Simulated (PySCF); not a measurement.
## A survey of 29Si NMR shifts

PySCF calculation with structure optimised with GFN2-xTB and shieldings: GIAO PBE0/pcSseg-1; fast rotation and ring inversion assumed for equivalent nuclei, relativity neglected, no solvent, one conformer.

Shieldings were converted by a linear fit to measured shifts: 29Si: δ = 279.94 − 0.822σ (rms 8.9 ppm, 72 shifts, 25.8 ppm with the 6 outliers that the fit left out vs TMS, solution or neat liquid). A few per cent of atoms miss by over 2 rms, more outside the fitted compound classes.

(1) Give the 29Si shifts of `C[SiH2]C[SiH2]/C=C\CC#N`, `CCC[Si@@H](F)[SiH2]P`, `C=CCN[Si@@H]1C=CC[SiH2]1`.

(2) Order these by 29Si shift, lowest first.
A. CC[Si]1(O)CSC1
B. C[C@H](S)C(=O)C[SiH3]
C. CNC[SiH2]O
D. C[C@@H](O[SiH3])[C@@H]1[C@H](F)[C@@H]1F

## Answers

(1) 
```csv
compound,environment,δ (ppm)
[CH3:1][SiH2:2][CH2:3][SiH2:4]/[CH:5]=[CH:6]\[CH2:7][C:8]#[N:9],"Si2: silicon bonded to 2 C, 2 H",-43.5
[CH3:1][SiH2:2][CH2:3][SiH2:4]/[CH:5]=[CH:6]\[CH2:7][C:8]#[N:9],"Si4: silicon bonded to 2 C, 2 H",-53.8
[CH3:1][CH2:2][CH2:3][Si@@H:4]([F:5])[SiH2:6][PH2:7],"Si4: silicon bonded to C, F, Si, H",20.9
[CH3:1][CH2:2][CH2:3][Si@@H:4]([F:5])[SiH2:6][PH2:7],"Si6: silicon bonded to P, Si, 2 H",-81.2
[CH2:1]=[CH:2][CH2:3][NH:4][Si@@H:5]1[CH:6]=[CH:7][CH2:8][SiH2:9]1,"Si5: silicon bonded to C, N, Si, H, in a 5-membered ring",-22.2
[CH2:1]=[CH:2][CH2:3][NH:4][Si@@H:5]1[CH:6]=[CH:7][CH2:8][SiH2:9]1,"Si9: silicon bonded to C, Si, 2 H, in a 5-membered ring",-74.6
```

(2) B (-62.5 ppm, silicon bonded to C, 3 H), D (-39.9 ppm, silicon bonded to O, 3 H), C (-27.5 ppm, silicon bonded to C, O, 2 H), A (6.8 ppm, silicon bonded to 3 C, O, in a 4-membered ring).
